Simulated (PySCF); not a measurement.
C7H12BN.
SMILES with atom numbers: `[CH3:1][B:2]([CH3:3])[c:4]1[cH:5][cH:6][cH:7][n:8]1[CH3:9]` (hydrogens: H10, H11, H12 on C1; H13, H14, H15 on C3; H16 on C5; H17 on C6; H18 on C7; H19, H20, H21 on C9)

Method: PySCF, PBE0-D3(BJ)/def2-SVP geometry optimisation, gas phase; density fitting, grid level 2; the optimiser is geomeTRIC in internal coordinates, started from a GFN2-xTB structure.

Step 0: E = -9603.4345 eV
```
atom  x, y, z in Å  |  force x, y, z in eV/Å
C1     -2.2505   -1.2001    0.6250    0.208   0.409  -0.107
B2     -1.2229   -0.0525    0.2419   -0.374   0.101   0.045
C3     -1.7688    1.4313    0.0950    0.058  -0.482   0.074
C4      0.2385   -0.4593    0.0366   -0.351  -0.033   0.072
C5      0.7475   -1.7544    0.1593    0.016   0.180  -0.032
C6      2.1152   -1.7301   -0.1012    0.004  -0.128   0.019
C7      2.4325   -0.4206   -0.3817    0.061   0.012  -0.012
N8      1.3195    0.3331   -0.2999    0.092   0.198  -0.050
C9      1.3097    1.7482   -0.5353   -0.078  -0.075   0.027
H10    -2.2741   -1.9783   -0.1363    0.047  -0.374  -0.350
H11    -3.2701   -0.8446    0.7543   -0.394   0.194   0.040
H12    -1.9613   -1.6941    1.5511    0.188  -0.248   0.413
H13    -1.6001    1.8308   -0.9042    0.152   0.188  -0.442
H14    -1.2803    2.1162    0.7868    0.288   0.312   0.275
H15    -2.8374    1.4996    0.2855   -0.430  -0.021   0.085
H16     0.1722   -2.6227    0.4138   -0.393  -0.466   0.152
H17     2.7953   -2.5595   -0.0891    0.407  -0.438  -0.002
H18     3.3831    0.0121   -0.6335    0.481   0.285  -0.138
H19     0.9722    2.2878    0.3512   -0.074   0.181   0.195
H20     0.6505    1.9999   -1.3679   -0.151   0.114  -0.203
H21     2.3204    2.0742   -0.7793    0.243   0.090  -0.060
```

Task: Estimate the geometry and energy of step 1. (The exact step hangs on the optimiser's Hessian estimate; all steps are aligned on step 0, rigid shifts and turns removed.)

Result: E = -9603.4895 eV, largest force 0.119 eV/Å
```
atom  x, y, z in Å  |  force x, y, z in eV/Å
C1     -2.2613   -1.2042    0.6277   -0.065  -0.063   0.021
B2     -1.2424   -0.0536    0.2447    0.039  -0.008  -0.003
C3     -1.7690    1.4323    0.0952   -0.048   0.085  -0.006
C4      0.2286   -0.4654    0.0386    0.035   0.036  -0.013
C5      0.7456   -1.7626    0.1605   -0.074  -0.089   0.028
C6      2.1236   -1.7404   -0.1009    0.066  -0.068  -0.001
C7      2.4407   -0.4213   -0.3824    0.033   0.075  -0.019
N8      1.3190    0.3345   -0.3000   -0.012  -0.034   0.008
C9      1.3070    1.7551   -0.5364    0.011   0.037  -0.008
H10    -2.2747   -1.9956   -0.1427    0.017   0.028   0.014
H11    -3.2945   -0.8502    0.7600    0.010   0.006  -0.003
H12    -1.9580   -1.7079    1.5628    0.010   0.022  -0.028
H13    -1.5811    1.8359   -0.9159    0.012  -0.027   0.030
H14    -1.2580    2.1230    0.7894    0.002  -0.036  -0.022
H15    -2.8493    1.5170    0.2854    0.007  -0.004  -0.001
H16     0.1519   -2.6396    0.4192    0.026   0.043  -0.012
H17     2.8203   -2.5776   -0.0902   -0.026   0.030   0.000
H18     3.3992    0.0317   -0.6381   -0.037  -0.018   0.010
H19     0.9712    2.3068    0.3534    0.004  -0.005  -0.006
H20     0.6466    2.0164   -1.3756    0.006  -0.004   0.006
H21     2.3256    2.0828   -0.7826   -0.015  -0.005   0.004
```

The energy changes by -0.0550 eV. The first-order estimate −F·Δx gives -0.1149 eV and the mean of the old and new forces, exact on a quadratic surface, -0.0556 eV. The step makes an angle of 44° with the force vector and moves no atom by more than 0.031 Å.

The cost below is that of the whole optimisation. The run took 83 s on one thread of an Arm Neoverse V1, no GPU, on a shared host, and the process peaked at 0.84 GiB of memory.
